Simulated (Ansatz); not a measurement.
One change: `[OH][GeH]([F])[SH]` becomes `[OH][GeH]([F])[SiH3]`.

Ansatz, PBE0-D4/def2-TZVP geometries, multiplicity 1. Each molecule was computed in one conformer, which needn't be the lowest.

Scalar relativity is left out up to krypton.

| property | `[OH][GeH]([F])[SH]` |
| --- | --- |
| HOMO–LUMO gap (PBE/def2-TZVPP) / eV | 5.49 |
| size of the dipole moment (ωB97M-V/def2-TZVPP) / D | 2.04 |
| LUMO energy (PBE0/def2-TZVPP) / eV | -0.24 |
| LUMO energy (ωB97M-V/def2-TZVPP) / eV | 1.69 |
| LUMO energy (B3LYP/def2-TZVPP) / eV | -0.58 |
| HOMO–LUMO gap (B3LYP/def2-TZVPP) / eV | 7.18 |

(1) Give the same properties after the change, and the shifts. (Best estimate.)

Results:

(1) The calculation gave: 
```tsv
property	`[OH][GeH]([F])[SiH3]`	shift
HOMO–LUMO gap (PBE/def2-TZVPP) / eV	6.12	0.63
size of the dipole moment (ωB97M-V/def2-TZVPP) / D	1.88	-0.16
LUMO energy (PBE0/def2-TZVPP) / eV	-0.29	-0.05
LUMO energy (ωB97M-V/def2-TZVPP) / eV	1.45	-0.24
LUMO energy (B3LYP/def2-TZVPP) / eV	-0.51	0.07
HOMO–LUMO gap (B3LYP/def2-TZVPP) / eV	7.84	0.66
```

With PBE0 the HOMO falls by 0.54 eV and the LUMO falls by 0.05 eV, so the gap widens by about 0.49 eV. PBE moves the HOMO by -0.52 eV and ωB97M-V by -0.42 eV. The zero-point energy changes by 39.5 kJ/mol with +6 modes. Dipoles are sizes alone; their direction can turn.

B3LYP here is the variant with VWN-RPA as its local correlation; programs differ in this.
